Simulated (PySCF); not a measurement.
PySCF 2.14 output of an unrestricted TPSSh calculation on a single atom or ion in x2c-TZVPPall, with scalar relativity by spin-free X2C-1e:

```
SCF conv_tol = 1e-09
number electrons alpha = 30  beta = 27
    V. N. Staroverov, G. E. Scuseria, J. Tao, and J. P. Perdew.,  J. Chem. Phys. 119, 12129 (2003)
cycle= 1 E= -8492.08308202772  delta_E= -0.0104  |g|= 0.0431  |ddm|= 0.23
cycle= 2 E= -8492.08300380203  delta_E= 7.82e-05  |g|= 0.0427  |ddm|= 0.137
cycle= 3 E= -8492.08384627702  delta_E= -0.000842  |g|= 0.00482  |ddm|= 0.074
cycle= 4 E= -8492.08384945371  delta_E= -3.18e-06  |g|= 0.000504  |ddm|= 0.00331
cycle= 5 E= -8492.08384965823  delta_E= -2.05e-07  |g|= 0.000109  |ddm|= 0.0013
cycle= 6 E= -8492.08384966822  delta_E= -9.99e-09  |g|= 2.65e-06  |ddm|= 0.000248
cycle= 7 E= -8492.08384966823  delta_E= -1.46e-11  |g|= 1.25e-07  |ddm|= 6.22e-06
converged SCF energy = -8492.08384966823  <S^2> = 3.7526012  2S+1 = 4.0013004
```

The run itself started from symmetry-adapted Hartree-Fock orbitals and held the occupation by maximum overlap, on a logarithmic radial grid, so the iterations belong to that start.

Q: Which element, charge and spin multiplicity is this?

A: La (lanthanum, neutral), multiplicity 4; the state was [Xe] 5d3, high-spin 4F determinant (an excited configuration).

Spin-orbit coupling, absent here, splits the open shell strongly.
